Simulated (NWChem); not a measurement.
Correlation energy of BeO

```xyz
2

Be     0.0000     0.0000     0.9063
O      0.0000     0.0000    -0.4531
```
Charge 0, spin multiplicity 1.

All runs are NWChem calculations. All single points use one geometry, from PBE/def2-SVP, a minimum by its harmonic frequencies.

Basis set: 6-311G**. Each correlation energy counts from its own Hartree-Fock reference.

```tsv
method	correlation energy (mHa)	difference from CCSD(T)
SCS-MP2	-249.9	+14.7
CCSD(T)	-264.6	0.0
CCSD+T(CCSD)	-269.6	-5.0
CCSD	-251.1	+13.5
CCSDT	-265.3	-0.7
CR-CCSD[T]	-266.0	-1.4
CR-CCSD(T)	-262.2	+2.4
MP2	-259.7	+4.9
```

The values span 19.7 mHa, from CCSD+T(CCSD) (lowest) to SCS-MP2 (highest). 

The correlated methods keep 2 core orbitals frozen. The Pople sets run with spherical d functions. The structure started from a generated list of species. No row is a measurement; the coupled-cluster row has its own basis-set and correlation limits.
